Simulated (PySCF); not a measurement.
A species of formula C6H11N has this rotational fingerprint, computed with PBE0/def2-SVPD in PySCF (dipole) on a GFN2-xTB geometry, gas phase:

* Rotational constants: A = 3821, B = 2331, C = 1608 MHz
* Dipole components: |μa| = 1.15 D, |μb| = 0.11 D, |μc| = 0.72 D
* Inertial defect: -34.84 u·Å²
* κ: -0.35

Question: Which candidate fits, each taken in the one conformer that was computed?
A. `[CH2:1]=[C:2]1[CH2:3][CH2:4][C@@H:5]1[CH2:6][NH2:7]` with C4–C5–C6–N7 -168°, C5–C6–N7–H -57° and 62°
B. `[CH2:1]=[CH:2][C@@H:3]1[NH:4][C@@H:5]1[CH2:6][CH3:7]` with C1–C2–C3–N4 0°, N4–C5–C6–C7 -161°
C. `[CH3:1][N:2]([CH3:3])[C@:4]12[CH2:5][C@H:6]1[CH2:7]2` with C1–N2–C4–C5 -87°

Answer: A. It is C=C1CC[C@@H]1CN, an asymmetric top, point group C1. The candidates at the same level (rigid rotor, commonest isotopes):

| SMILES | A (MHz) | B (MHz) | C (MHz) | μa (D) | μb (D) | μc (D) | Δ (u·Å²) | point group | rotor |
| --- | --- | --- | --- | --- | --- | --- | --- | --- | --- |
| CN(C)[C@]12C[C@H]1C2 | 4627 | 2163 | 1902 | 0.60 | 0.48 | 0.17 | -77.09 | C1 | asymmetric top |
| C=C[C@@H]1N[C@@H]1CC | 3648 | 2110 | 1656 | 0.64 | 1.49 | 0.04 | -72.88 | C1 | asymmetric top |
| C=C1CC[C@@H]1CN | 3821 | 2331 | 1608 | 1.15 | 0.11 | 0.72 | -34.84 | C1 | asymmetric top |

`C=C[C@@H]1N[C@@H]1CC` has B 10 % too low; `CN(C)[C@]12C[C@H]1C2` has A 21 % too high. No structure here is proved a minimum.
